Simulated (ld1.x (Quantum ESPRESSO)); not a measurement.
**Which change was made? (B, PAW)**

| Quantity | Value |
| --- | --- |
| Element | boron (B) |
| Generator | ld1.x (Quantum ESPRESSO) 7.5 |
| Type | PAW |
| Functional | LDA (PZ) |
| Relativity | scalar-relativistic |
| Frozen core | [He] |
| Valence charge | 3 |
| Reference configuration | 2s2 2p0.5 (charge +0.5) |
| Partial waves | 2s (bound): rcut 1.30, rcutus 1.45 bohr; 2s channel at -0.5 Ry: rcut 1.30, rcutus 1.45 bohr; 2p (bound): rcut 2.40, rcutus 2.90 bohr; 2p channel at 0.25 Ry: rcut 2.40, rcutus 2.90 bohr; 3d channel at 0.3 Ry: rc 2.70 bohr |
| Local potential | the d channel |
| Core correction | Bessel-smoothed model core inside 1.05 bohr |
| Augmentation charge | PSQ, inside the norm-conserving radii |

Cutoffs, loose and tight: the cutoffs (Ry, on a coarse ladder) from which the occupation-weighted sum of valence levels, in a spherical-Bessel basis at the reference potential, stays within 10 and 1 mRy of its value at 400 Ry. They do not see the model core or the augmentation charge, which bear on the density cutoff. Test errors are all-electron minus pseudo excitation energies from the reference, over the configurations 2s2 2p1; 2s2 2p0; 2s1 2p0; 2s1 2p2; 2s1 2p1; 2s2 2p1.3; 2s0 2p3 (two spin-polarised tests are not counted in the largest error); variants that change the core or the reference have their own tests. The largest error is taken over the tests solved by every variant that gives reliable tests at all, those not shown here included: 2s1 2p0; 2s1 2p2; 2s2 2p0; 2s2 2p1.

The base gives: outcome: generated; cutoff, loose: 6 Ry; cutoff, tight: 15 Ry; bound ghosts: none; largest test error (meV): -11.

Task: After one change the result is: outcome: generated; cutoff, loose: 8 Ry; cutoff, tight: 10 Ry; bound ghosts: none; largest test error (meV): -21. Which change was it?
A. all radii but the core radius scaled by about 0.83 (s 1.20, p 2.40, d 2.22 bohr, rcut 1.08/1.98/2.22)
B. all radii but the core radius scaled by about 1.37 (s 1.98, p 3.98, d 3.70 bohr, rcut 1.78/3.30/3.70)
C. all radii but the core radius scaled by about 0.92 (s 1.34, p 2.66, d 2.48 bohr, rcut 1.20/2.20/2.48)

Result: B. The others give: all radii but the core radius scaled by about 0.92 (s 1.34, p 2.66, d 2.48 bohr, rcut 1.20/2.20/2.48) → outcome: generated; cutoff, loose: 12 Ry; cutoff, tight: 21 Ry; bound ghosts: none; largest test error (meV): -10 | all radii but the core radius scaled by about 0.83 (s 1.20, p 2.40, d 2.22 bohr, rcut 1.08/1.98/2.22) → outcome: generated; cutoff, loose: 18 Ry; cutoff, tight: 30 Ry; bound ghosts: none; largest test error (meV): +37.
